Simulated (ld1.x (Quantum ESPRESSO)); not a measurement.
**What the settings do to the PAW potential of Ag**

Base potential:

* Element: Ag
* Generator: ld1.x (Quantum ESPRESSO) 7.5
* Type: PAW
* Functional: LDA (PZ)
* Relativity: scalar-relativistic
* Frozen core: [Kr]
* Valence charge: 11
* Reference configuration: 4d10 5s1 5p0
* Partial waves: 5s (bound): rcut 1.65, rcutus 2.20 bohr; 5s channel at 0.8 Ry: rcut 1.65, rcutus 2.20 bohr; 5p (bound, empty): rcut 2.80, rcutus 3.55 bohr; 5p channel at 0.85 Ry: rcut 2.80, rcutus 3.55 bohr; 4d (bound): rcut 1.80, rcutus 2.20 bohr; 4d channel at -0.1 Ry: rcut 1.80, rcutus 2.20 bohr
* Local potential: all-electron potential smoothed inside 2.45 bohr (lloc = -1)
* Core correction: Bessel-smoothed model core, default radius (core density twice the valence density)
* Augmentation charge: BESSEL, radius 1.70 bohr

All-electron outer shells of the reference configuration (LDA (PZ), scalar-relativistic, ld1.x):

| shell | level (eV) | outermost node (bohr) | outermost maximum (bohr) |
| --- | --- | --- | --- |
| 4s | -95.08 | 0.44 | 0.82 |
| 4p | -58.67 | 0.44 | 0.87 |
| 4d | -7.66 | 0.43 | 1.04 |
| 5s | -4.72 | 1.11 | 2.49 |
| 5p | -0.85 | 1.25 | 3.67 |

Cutoffs, loose and tight: the cutoffs (Ry, on a coarse ladder) from which the occupation-weighted sum of valence levels, in a spherical-Bessel basis at the reference potential, stays within 10 and 1 mRy of its value at 400 Ry. They do not see the model core or the augmentation charge, which bear on the density cutoff. Test errors are all-electron minus pseudo excitation energies from the reference, over the configurations 4d10 5s0 5p0; 4d9 5s0 5p0; 4d8 5s0 5p0; 4d9 5s1 5p1; 4d10 5s0.5 5p0; 4d9 5s2 5p0; 4d7 5s0 5p0 (two spin-polarised tests are not counted in the largest error). A dash means not determined; rows that change the core or the reference have their own tests. The largest error is taken over the tests solved by every variant that gives reliable tests at all: 4d10 5s0 5p0; 4d10 5s0.5 5p0; 4d9 5s0 5p0; 4d9 5s1 5p1; 4d9 5s2 5p0.

| change | outcome | cutoff, loose | cutoff, tight | bound ghosts | largest test error (meV) |
| --- | --- | --- | --- | --- | --- |
| base | generated | 21 Ry | 35 Ry | none | -55 |
| wave 4d channel at -0.1 Ry: rcut 1.80, rcutus 2.20 bohr becomes 4d channel at -0.4 Ry: rcut 1.80, rcutus 2.20 bohr | generated | 21 Ry | 35 Ry | none | -55 |
| wave 4d channel at -0.1 Ry: rcut 1.80, rcutus 2.20 bohr becomes 4d channel at -0.3 Ry: rcut 1.80, rcutus 2.20 bohr | generated | 21 Ry | 35 Ry | none | -56 |
| wave 4d channel at -0.1 Ry: rcut 1.80, rcutus 2.20 bohr becomes 4d channel at -0.02 Ry: rcut 1.80, rcutus 2.20 bohr | generated | 21 Ry | 35 Ry | none | -55 |
| wave 4d channel at -0.1 Ry: rcut 1.80, rcutus 2.20 bohr becomes 4d channel at 0.43 Ry: rcut 1.80, rcutus 2.20 bohr | generated | 21 Ry | 35 Ry | none | -53 |
| wave 4d channel at -0.1 Ry: rcut 1.80, rcutus 2.20 bohr becomes 4d channel at 0.9 Ry: rcut 1.80, rcutus 2.20 bohr | generated | 21 Ry | 35 Ry | none | -52 |
| wave 4d channel at -0.1 Ry: rcut 1.80, rcutus 2.20 bohr becomes 4d channel at 2.15 Ry: rcut 1.80, rcutus 2.20 bohr | generated | 21 Ry | 35 Ry | none | -53 |

(1) What comes out with this change to the base: wave 4d channel at -0.1 Ry: rcut 1.80, rcutus 2.20 bohr becomes 4d channel at 6.31 Ry: rcut 1.80, rcutus 2.20 bohr?

## Answers

(1) outcome: generated; cutoff, loose: 21 Ry; cutoff, tight: 35 Ry; bound ghosts: none; largest test error (meV): -65.
